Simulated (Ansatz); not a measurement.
Molecule (SMILES): F[C]Cl (closed-shell singlet).
Atoms: F1, C2, Cl3. Bonds: F1-C2, C2-Cl3.

Basis-set convergence of the harmonic zero-point energy at CCSD(T) with Ansatz (a quantum-chemistry and plane-wave program). Each level at its own minimum, finite differences of forces, unscaled; the reference is a large set that could be run, not a limit. All functions are spherical. Cores are frozen. A restricted Hartree-Fock determinant is unstable towards unrestricted orbitals. No added dispersion term, no relativity. Reference: the value in aug-cc-pV(T+d)Z, 3.39 kcal/mol, itself unsure by roughly 0.01 kcal/mol (its distance from def2-TZVPPD). Deviations are taken from unrounded values. Cost is core time over that of def2-SVP, rough, on shared machines of one kind.

```csv
basis,functions,cost
def2-SVP,46,1×
cc-pV(D+d)Z,51,1×
aug-cc-pV(D+d)Z,78,7×
cc-pV(T+d)Z,99,20×
def2-TZVP,99,10×
def2-TZVPP,104,20×
jun-cc-pV(T+d)Z,126,40×
aug-cc-pV(T+d)Z,147,70×
```

Q: Which is the smallest set listed that can be trusted to 0.1 kcal/mol here, that is, within that of the reference together with its larger relatives (same family, alike in diffuse functions; a set with none to test it counts only in the reference's own line)?

A: The smallest set listed that lies within 0.1 kcal/mol of the reference with all its larger relatives (same family, alike in diffuse functions; a set with none counts only in the reference's own line) is cc-pV(D+d)Z (51 functions, 1× in cost, 0.02 kcal/mol off). Value minus reference: def2-SVP 0.17, cc-pV(D+d)Z 0.02, aug-cc-pV(D+d)Z -0.14, cc-pV(T+d)Z 0.05, def2-TZVP 0.04, def2-TZVPP 0.04, jun-cc-pV(T+d)Z 0.01, aug-cc-pV(T+d)Z 0.00 kcal/mol.
